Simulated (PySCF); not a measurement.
## Bonding in pentafluoropropionyl chloride

Compound: pentafluoropropionyl chloride, C3ClF5O.
Atom-mapped SMILES: `[O:1]=[C:2]([Cl:3])[C:4]([F:5])([F:6])[C:7]([F:8])([F:9])[F:10]`

Cartesian coordinates in Å at the GFN2-xTB level; atoms count from 1:
```
atom  x, y, z in Å
O1     1.691   -0.881    1.282
C2     1.386   -0.235    0.342
Cl3    2.308    1.075   -0.292
C4     0.071   -0.450   -0.455
F5    -0.278   -1.749   -0.421
F6     0.200   -0.107   -1.749
C7    -1.085    0.392    0.172
F8    -1.272    0.057    1.444
F9    -2.226    0.212   -0.478
F10   -0.787    1.690    0.133
```

Bond orders from the PBE0/pcSseg-1 density (PySCF). Isolated species at its GFN2-xTB geometry (one conformer only).

Q: Where do the orders between heavy atoms depart from those drawn in the SMILES?

A: The largest departure is 0.174, at C2–C4 (drawn single, 0.826). Drawn single, order below 0.88: C2–C4 (0.826).

Q: Set the Mayer orders of the bonds beside their lengths.

A: 
| bond | drawn as | length (Å) | Mayer order |
| --- | --- | --- | --- |
| O1–C2 | double | 1.181 | 2.096 |
| C2–Cl3 | single | 1.723 | 1.028 |
| C2–C4 | single | 1.553 | 0.826 |
| C4–F5 | single | 1.346 | 0.983 |
| C4–F6 | single | 1.345 | 0.989 |
| C4–C7 | single | 1.561 | 0.882 |
| C7–F8 | single | 1.329 | 1.031 |
| C7–F9 | single | 1.325 | 1.036 |
| C7–F10 | single | 1.333 | 1.020 |

By pair of heavy elements: C–C: lowest C2–C4 (0.826, 1.553 Å), highest C4–C7 (0.882, 1.561 Å); in 1 of the 1 pairs the longer bond (by over 0.003 Å) has the higher order (by 0.02 or more). C–F: lowest C4–F5 (0.983, 1.346 Å), highest C7–F9 (1.036, 1.325 Å).

Q: Sum the orders of all bonds at each heavy atom with more than one neighbour and set the sums beside the valence in the SMILES.

A: C2 3.950 (drawn 4), C4 3.680 (drawn 4), C7 3.969 (drawn 4). Orders between atoms that aren't bonded are not in these sums.

For a closed shell the Mayer order of atoms A and B is Σ (PS)μν (PS)νμ over the basis functions μ on A and ν on B, with P the density and S the overlap matrix.
